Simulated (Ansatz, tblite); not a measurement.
Removing an electron: trans-NiCl2(PH3)2 (NiP₂H₆Cl₂). Total charge 0; triplet. Geometry: PBE-D4/def2-SVP. Ansatz, gas phase; energy differences of separate SCF runs; the oxidised species is a doublet (the quartet lies 0.68 eV higher at PBE0-D4/def2-TZVP).

Cartesian coordinates in Å:
```
Ni 0.0030 -0.0041 0.0042
Cl -0.7443 0.2878 2.0675
P -1.7852 -1.3212 -0.5523
H -1.6979 -2.5708 0.1353
H -2.0109 -1.8440 -1.8677
H -3.1427 -1.0113 -0.2131
Cl 1.4132 -1.3366 -1.0609
P 1.5871 1.6307 0.2548
H 2.4789 2.0432 -0.7883
H 2.5763 1.2079 1.1948
H 1.3225 2.9184 0.8258
```

The xTB rows come from tblite. At PBE0-D4/def2-TZVP a singlet of charge 0 lies 0.29 eV below the triplet, each at its own geometry.

| level | −HOMO (eV) | vertical IE (eV) | −LUMO (eV) | HOMO–LUMO gap (eV) | remarks |
| --- | --- | --- | --- | --- | --- |
| GFN1-xTB | – | 12.93 | – | – | – |
| GFN2-xTB | – | 12.00 | – | – | – |
| PBE-D4/def2-TZVP | 5.17 | 7.68 | 5.09 | 0.08 | – |
| r2SCAN-D4/def2-TZVP | 5.63 | 8.04 | 4.61 | 1.02 | – |
| PBE0-D4/def2-TZVP | 6.84 | 8.46 | 3.10 | 3.74 | spin-contaminated (⟨S²⟩ 0.86) (+1 doublet) |

  HOMO and LUMO are the levels of the spin that leaves or enters (xTB has no such levels and no spin-polarisation term). Other spin states of the ions may lie lower, which would lower the ionisation energy or raise the affinity. Raw xTB energy differences between charge states are shifted by several eV; the methods need an empirical correction for them.
